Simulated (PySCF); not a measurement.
Gas-phase equilibrium of 1 mol GeF4, 16 mol H2 at 2500 K and 1.00 bar, among 16 species (GeH4, Ge2H6, F2, GeF2, GeF3, F, H, GeH3F, GeHF3, HF, H2, Ge3H8, GeH3, GeH2F2, GeH2, GeF4). Only gases are allowed; each row takes one source of thermochemistry for all species, and Cantera finds the minimum.

Computed with PySCF and rigid-rotor harmonic-oscillator thermochemistry at 1 bar. † marks an energy on the PBE0/def2-TZVP geometry and frequencies; other levels use their own. MP2 freezes the core. 6-31G* has spherical d functions here. Open shells (unrestricted) among the columns below: F (multiplicity 2, electronic degeneracy 6), H (multiplicity 2), GeH3 (multiplicity 2); the rest are closed-shell singlets. Spin-orbit splitting is ignored; it lowers the true energy and changes the entropy of F. B3LYP is the form with VWN-RPA correlation. Ge: all electrons, no relativistic terms. GeH3, GeH2: computed as isolated molecules; such fragments, hydroxides, amides, oligomers or adducts are transient or little studied in the gas. MP2 isn't extrapolated to the basis-set limit. The harmonic model lacks anharmonicity and excited electronic states, which grow with temperature; levels with a mode under 35 cm⁻¹ are left out.

Molecules larger than those listed are left out, and so are free Ge atoms, whose spin-orbit terms are large. Also missing: (HF)n, which can matter at low temperature or high pressure. Table species left out: H2F2, H3F3, H4F4.

Mole fractions:

```csv
thermochemistry,x H2,x H,x HF,x GeF2,x F,x GeH2,x GeH3
B3LYP/6-31G*,0.81,0.024,0.11,0.055,9.7e-5,9.9e-6,2.8e-8
HF/def2-TZVP†,0.58,0.28,0.092,0.047,0.0052,0.00081,1.3e-5
MP2/def2-TZVPP†,0.79,0.043,0.11,0.054,3.1e-6,0.00045,4.9e-6
PBE/def2-SVP,0.79,0.045,0.11,0.054,1.1e-5,7.5e-5,5.3e-7
PBE/def2-TZVP†,0.80,0.039,0.11,0.054,5.8e-6,0.00019,1.0e-6
PBE0/def2-QZVP†,0.80,0.039,0.11,0.054,1.0e-5,0.00088,8.1e-6
```
The most sensitive of these is F: it spans a factor of 10^3.2 over these rows; at this temperature one factor of ten is RT ln 10 = 48 kJ/mol.
